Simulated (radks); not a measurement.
Values are calculated unless marked as measured or tabulated.
Ionisation of neutral germanium, [Ar] 3d10 4s2 4p2, to [Ar] 3d10 4s2 4p1 as the strength of local exchange is varied. Code: a radial shooting solver on a logarithmic mesh with Libxc functionals. Model: scalar-relativistic Kohn-Sham, Slater X-alpha exchange (alpha = 2/3 is LDA exchange), no correlation, spin-polarised, spherical densities, finite nucleus; open shells are filled with parallel spins first; Fermi nuclear charge, rms radius 4.0742 fm.

alpha  E(Ge) (hartree)  exchange (hartree)  IE (eV)  -e of the level emptied (eV)  <r> of it (bohr)
0.592      -2084.82949           -65.13356    6.583                    3.219 (4p)             3.023
0.667      -2093.10560           -73.68499    7.218                    3.769 (4p)             2.924
0.709      -2097.75496           -78.50294    7.586                    4.092 (4p)             2.873
0.874      -2116.12235           -97.63240    9.110                    5.462 (4p)             2.695
0.91       -2120.15136          -101.84875    9.459                    5.781 (4p)             2.661
0.929      -2122.28089          -104.08018    9.646                    5.953 (4p)             2.643
0.934      -2122.84165          -104.66811    9.695                    5.998 (4p)             2.638
0.954      -2125.08618          -107.02275    9.894                    6.181 (4p)             2.620

NIST Atomic Spectra Database: 7.899 eV (measured). The Delta-SCF value meets it near alpha = 0.74. Open shells are spherical and high-spin; term and fine-structure splittings are not resolved.
